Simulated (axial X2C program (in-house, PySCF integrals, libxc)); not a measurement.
## Density and ELF of NiSb

All values were computed with an axial X2C code built on PySCF integrals. Two-component (2c) means X2C with spin–orbit coupling and atomic mean-field two-electron Coulomb and Gaunt terms. Basis: Sb dyall-cv3z [11s12p8d4f1g], Ni dyall-cv3z [9s9p6d3f2g] (cores contracted in-house); Gaussian nuclei, density fitting, unrestricted open shells. Masses: Sb 120.904 u, Ni 57.935 u.

PBE0, 2c, state Ω = 7/2 (⟨Sz⟩ = 1.49, ⟨Lz⟩ = 2.01 at PBE0); Sb at z = 0, Ni at z = 2.394 Å.

The maps cover the half plane through the axis: z from -2.4 to 4.2 Å along the bond, ρ from 0.15 to 2.25 Å away from it.

log10 of the density in e/bohr³:

```
 ρ\z  -2.4  -1.8  -1.2  -0.6   0.0   0.6   1.2   1.8   2.4   3.0   3.6   4.2
0.15  -2.9  -2.1  -1.4  -0.1   1.8  -0.1  -1.1  -0.3   1.4  -0.3  -1.9  -2.9
0.45  -3.0  -2.2  -1.4  -0.5   0.4  -0.5  -1.2  -0.7   0.2  -0.7  -2.0  -2.9
0.75  -3.1  -2.3  -1.6  -1.0  -0.5  -1.0  -1.4  -1.2  -0.8  -1.3  -2.2  -3.0
1.05  -3.2  -2.5  -1.9  -1.4  -1.2  -1.4  -1.6  -1.6  -1.4  -1.8  -2.4  -3.1
1.35  -3.4  -2.7  -2.1  -1.7  -1.6  -1.7  -1.9  -1.9  -1.9  -2.2  -2.7  -3.3
1.65  -3.6  -3.0  -2.4  -2.1  -1.9  -2.1  -2.2  -2.3  -2.3  -2.5  -3.0  -3.5
1.95  -3.8  -3.2  -2.8  -2.4  -2.3  -2.4  -2.5  -2.6  -2.7  -2.9  -3.3  -3.8
2.25  -4.1  -3.5  -3.1  -2.8  -2.7  -2.8  -2.9  -3.0  -3.0  -3.2  -3.6  -4.1
```

Electron localisation function (collinear form, no current term, damped to 0 at low density):

```
 ρ\z  -2.4  -1.8  -1.2  -0.6   0.0   0.6   1.2   1.8   2.4   3.0   3.6   4.2
0.15  0.28  0.72  0.64  0.55  0.76  0.55  0.45  0.48  0.50  0.49  0.05  0.02
0.45  0.25  0.70  0.70  0.33  0.77  0.31  0.50  0.29  0.73  0.31  0.06  0.02
0.75  0.20  0.66  0.76  0.31  0.33  0.25  0.55  0.19  0.28  0.17  0.07  0.03
1.05  0.13  0.59  0.79  0.62  0.39  0.49  0.55  0.24  0.16  0.15  0.09  0.04
1.35  0.07  0.48  0.76  0.79  0.71  0.64  0.51  0.31  0.21  0.17  0.11  0.03
1.65  0.03  0.33  0.68  0.79  0.75  0.61  0.43  0.32  0.25  0.19  0.11  0.02
1.95  0.01  0.17  0.52  0.69  0.67  0.50  0.32  0.27  0.24  0.18  0.07  0.01
2.25  0.00  0.05  0.30  0.50  0.49  0.34  0.19  0.16  0.17  0.11  0.03  0.00
```

Axial spin density in 10⁻³ e/bohr³:

```
 ρ\z  -2.4  -1.8  -1.2  -0.6   0.0   0.6   1.2  1.8    2.4  3.0   3.6   4.2
0.15  -0.1  -0.4  -1.6  -0.6  60.0  -0.2  -2.4  1.1  663.0  4.0  -0.4  -0.1
0.45   0.0  -0.1   0.5   4.0   6.6   4.6  -0.2  1.5  182.1  6.8  -0.3  -0.1
0.75   0.0   0.2   2.6  12.7  13.5  13.7   2.4  0.7   25.4  3.9  -0.1  -0.1
1.05   0.1   0.5   3.2  13.4  22.2  14.4   3.5  0.6    4.5  1.4   0.0  -0.1
1.35   0.1   0.5   2.6   9.1  14.8   9.8   3.0  0.6    1.0  0.4   0.0   0.0
1.65   0.1   0.4   1.7   5.0   7.6   5.4   2.1  0.5    0.3  0.1   0.0   0.0
1.95   0.1   0.2   0.9   2.5   3.6   2.7   1.2  0.4    0.1  0.0   0.0   0.0
2.25   0.0   0.1   0.5   1.2   1.6   1.3   0.6  0.2    0.1  0.0   0.0   0.0
```

The state is a single determinant with fixed occupations, the lowest that a limited PBE0 search found. Density functionals use the spin component along the axis (collinear). Other states lie close and PBE0, whose exact exchange favours high spin, may order them wrongly; the determinant shown need not be the ground state. The nearest other 2c determinant of the search, Ω = 1/2, lies 0.13 eV up at the distance of the search. The functionals have no current-density term, which raises determinants with orbital currents, atoms included. With several unpaired electrons one determinant need not be a pure state.
